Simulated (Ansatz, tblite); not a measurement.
Isomers of Ge$_{4}$⁺ (doublet), found by a short tight-binding search and relaxed with r2SCAN-D4/def2-SVP in Ansatz.

The xTB rows come from tblite. LC-ωPBE has ω = 0.4 bohr⁻¹. Correlated methods freeze 36 core orbitals; core or outer-core shells of Ge are correlated, in sets that lack core-valence functions. In CCSD on the charge 1 doublet the largest single amplitude is 0.23, so its Hartree–Fock determinant may place the open shell otherwise than the density functionals do.

Run but left out: HF/def2-SVP, MP2/def2-SVP (A: ⟨S²⟩ 1.22, where a pure state has 0.75).

A: At CCSD(T)/def2-SVP the charge 1 doublet is spin-contaminated (final ⟨S²⟩ up to 1.22, 0.75 for a pure state).

Other spin states were run for one of them alone.

A:

Cartesian coordinates in Å:
```
Ge 1.007 0.945 -0.343
Ge -1.270 1.461 0.295
Ge 1.270 -1.461 -0.294
Ge -1.007 -0.945 0.343
```

B:

Cartesian coordinates in Å:
```
Ge -1.0996 1.8325 -0.5044
Ge 1.1004 -1.8331 0.5020
Ge -1.0084 -0.6557 -0.1880
Ge 1.0076 0.6562 0.1904
```

Question: Estimate which lies lowest at each level, and how far above it the others are (kJ/mol).

Answer: 
| level | A | B |
| --- | --- | --- |
| GFN1-xTB | 0.0 | 21.7 |
| GFN2-xTB | 0.0 | 2.1 |
| PBE-D4/def2-TZVP | 0.0 | 35.1 |
| r2SCAN-D4/def2-TZVP | 0.0 | 32.0 |
| B97M-V/def2-TZVP | 0.0 | 31.7 |
| PBE0-D4/def2-TZVP | 0.0 | 27.0 |
| LC-ωPBE/def2-TZVP | 0.0 | 6.3 |
| CCSD/def2-SVP | 0.0 | 20.9 |
| CCSD(T)/def2-SVP | 0.0 | 31.2 |
Point groups (tolerance 0.1 Å): A D2h, B D2h. A and B have the same bonds, so they are conformers or stereoisomers. Lower isomers may exist.
